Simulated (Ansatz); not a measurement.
The same ligand exchange along the group F, Cl, Br.

Gas-phase electronic energies from Ansatz, PBE0-D4/def2-TZVP geometries. CBS: MP2 limit from def2 TZ/QZ plus the TZ coupled-cluster correction, frozen cores. This one scheme is used for every species. Functionals use def2-TZVPP. For Br, Mg outer-core shells are correlated without core-valence functions, which leaves a few kJ/mol of doubt a bond. Scalar relativity is left out up to krypton. One conformer a species, not always the lowest.

```csv
reaction,ωB97X-V (kJ/mol),HF/CBS(def2) (kJ/mol),r2SCAN-D4 (kJ/mol),B2PLYP (kJ/mol),CCSD(T)/CBS(def2) (kJ/mol)
`[OH][Mg][F]` + silanol → `[OH][Mg][O][SiH3]` + H–F,28,25,26,26,17
`[OH][Mg][Cl]` + silanol → `[OH][Mg][O][SiH3]` + HCl,50,57,49,46,42
`[OH][Mg][Br]` + silanol → `[OH][Mg][O][SiH3]` + HBr,58,69,58,54,51
```

Largest T1 diagnostic: 0.011, for `[OH][Mg][F]`.
